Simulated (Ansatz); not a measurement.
Which is lower?

Two isomers of SnSiH$_{4}$O, singlet, relaxed at PBE0-D4/def2-TZVP (vibrations not checked).

A:

O1  (0.073, 0.853, -0.598)
Si2  (-0.636, -0.601, -0.364)
Sn3  (1.419, 2.030, 0.250)
H4  (-2.109, -0.432, -0.234)
H5  (-0.363, -1.491, -1.526)
H6  (-0.123, -1.261, 0.870)
H7  (1.739, 0.902, 1.603)
(Å)

B:

O1  (0.202, -1.168, 1.266)
Si2  (-0.301, -1.720, -0.170)
Sn3  (0.370, 0.623, 0.114)
H4  (-1.732, -2.085, -0.336)
H5  (0.563, -2.672, -0.914)
H6  (-0.606, 1.763, 0.932)
H7  (2.005, 1.094, 0.274)
(Å)

Computed with Ansatz 0.2.0 (basis: def2-TZVPP); correlated methods freeze the cores. Filled d shells of the heavier atoms are correlated. Core potentials replace the inner electrons of the atoms past krypton. The def2 sets are not built for correlating such inner shells, so the correlated values are less sure here. B3LYP uses VWN-RPA correlation.

Question: Which structure is lower at CCSD(T), and by how much? (An estimate is asked for; the value comes from the calculation.)

Answer: The calculation gives: A, by 29.73 kcal/mol (electronic energy, against the other). By their contacts, A is SnSiH₄O ([SiH3][O][SnH]) and B is SnSiH₄O ([O]1[SiH2][SnH2]1).

All methods give the same order:

```csv
method,E(B) − E(A) (kcal/mol)
PBE-D4,26.02
r2SCAN-D4,26.26
PBE0-D4,27.50
B3LYP-D4,33.66
wB97M-V,30.67
HF,40.60
MP2,29.94
CCSD,32.07
CCSD(T),29.73
```

T1 diagnostic: at most 0.017.

Labels in which every atom is bracketed show which atoms are joined, not bond orders.
